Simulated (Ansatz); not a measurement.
Species: C₇H₁₃, charge 0, multiplicity 2. It need not be the lowest isomer of its formula. SMILES: [C](=C(/C)CC)/CC
Geometry from a B3LYP-D3(BJ)/def2-TZVP (Ansatz, a quantum-chemistry and plane-wave program) optimisation:
```xyz
20

C      3.0446     0.8246    -0.0138
C      2.0585    -0.2729     0.4059
C      0.6577     0.1658     0.3936
C     -0.4823    -0.0537    -0.2160
C     -0.6267    -1.0925    -1.3109
C     -1.7342     0.7209     0.1400
C     -2.8236    -0.1415     0.7851
H      4.0708     0.4540     0.0164
H      2.9713     1.6849     0.6526
H      2.8319     1.1672    -1.0274
H      2.3215    -0.6338     1.4059
H      2.1716    -1.1402    -0.2634
H     -1.3239    -1.8804    -1.0156
H      0.3251    -1.5612    -1.5562
H     -1.0258    -0.6313    -2.2192
H     -1.4652     1.5338     0.8156
H     -2.1337     1.1814    -0.7710
H     -3.1612    -0.9352     0.1167
H     -3.6941     0.4650     1.0418
H     -2.4532    -0.6079     1.7001
```
Charge 0, spin multiplicity 2.

Parts of the frozen-core correlation energy in cc-pVTZ (Ansatz, hartree). Frozen orbitals: 7; correlated occupied orbitals by spin: 21 and 20; virtual: 364 and 365. UHF or UKS for open shells. Spin-orbit coupling is left out. Non-relativistic.

```json
[
 {"term": "reference (HF)", "value": "-272.67027"},
 {"term": "MP2 opposite-spin", "value": "___"},
 {"term": "MP2 same-spin", "value": "___"},
 {"term": "CCSD correlation", "value": "___"},
 {"term": "(T)", "value": "-0.05217"},
 {"term": "T1 diagnostic", "value": "0.021"},
 {"term": "largest doubles amplitude", "value": "0.025"},
 {"term": "<S^2> of the reference", "value": "0.904"}
]
```

### Question
What belongs in the gaps?

### Answer

- MP2 opposite-spin, value: -0.89791
- MP2 same-spin, value: -0.26318
- CCSD correlation, value: -1.24198
